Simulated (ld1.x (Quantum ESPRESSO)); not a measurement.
**Reading a pseudo-wave (V (Z = 23))**

Columns: radius, all-electron u(r) and pseudo u(r) of the 4s shell (level -4.65 eV) of vanadium in the configuration [Ar] 3d3 4s2 4p0; PBE, non-relativistic, PAW scheme, ld1.x (Quantum ESPRESSO) 7.5.

```json
{"r (bohr)": "0.165", "all-electron": "-0.1367", "pseudo": "-0.0236"}
{"r (bohr)": "0.330", "all-electron": "-0.0583", "pseudo": "-0.0489"}
{"r (bohr)": "0.495", "all-electron": "0.1542", "pseudo": "-0.0773"}
{"r (bohr)": "0.660", "all-electron": "0.2574", "pseudo": "-0.1100"}
{"r (bohr)": "0.825", "all-electron": "0.2389", "pseudo": "-0.1477"}
{"r (bohr)": "0.990", "all-electron": "0.1455", "pseudo": "-0.1905"}
{"r (bohr)": "1.155", "all-electron": "0.0205", "pseudo": "-0.2377"}
{"r (bohr)": "1.320", "all-electron": "-0.1085", "pseudo": "-0.2885"}
{"r (bohr)": "1.485", "all-electron": "-0.2270", "pseudo": "-0.3411"}
{"r (bohr)": "1.650", "all-electron": "-0.3286", "pseudo": "-0.3937"}
{"r (bohr)": "1.815", "all-electron": "-0.4116", "pseudo": "-0.4440"}
{"r (bohr)": "1.980", "all-electron": "-0.4766", "pseudo": "-0.4898"}
{"r (bohr)": "2.145", "all-electron": "-0.5254", "pseudo": "-0.5292"}
{"r (bohr)": "2.310", "all-electron": "-0.5598", "pseudo": "-0.5604"}
{"r (bohr)": "2.475", "all-electron": "-0.5821", "pseudo": "-0.5821"}
{"r (bohr)": "2.640", "all-electron": "-0.5939", "pseudo": "-0.5939"}
{"r (bohr)": "2.805", "all-electron": "-0.5970", "pseudo": "-0.5970"}
{"r (bohr)": "2.970", "all-electron": "-0.5927", "pseudo": "-0.5927"}
{"r (bohr)": "3.135", "all-electron": "-0.5825", "pseudo": "-0.5825"}
{"r (bohr)": "3.300", "all-electron": "-0.5676", "pseudo": "-0.5676"}
{"r (bohr)": "3.465", "all-electron": "-0.5489", "pseudo": "-0.5489"}
{"r (bohr)": "3.630", "all-electron": "-0.5275", "pseudo": "-0.5275"}
{"r (bohr)": "3.795", "all-electron": "-0.5042", "pseudo": "-0.5042"}
{"r (bohr)": "3.960", "all-electron": "-0.4795", "pseudo": "-0.4795"}
{"r (bohr)": "4.125", "all-electron": "-0.4542", "pseudo": "-0.4542"}
{"r (bohr)": "4.290", "all-electron": "-0.4286", "pseudo": "-0.4286"}
```

Task: How many radial nodes do the two functions have?

Result: The all-electron 4s function has n − l − 1 = 3 (the table is too coarse to show those close to the nucleus); the pseudo-wave has 0, since the states of the same l below it are removed with the core.

Task: At about which radius was the pseudo-wave matched?

Result: 2.50 bohr, where the columns begin to agree (steps of 0.17 bohr).

Task: Is the pseudo-wave norm-conserving?

Result: No, it belongs to a PAW set: the norm inside the radius is not constrained, and the difference is carried by the augmentation charge.
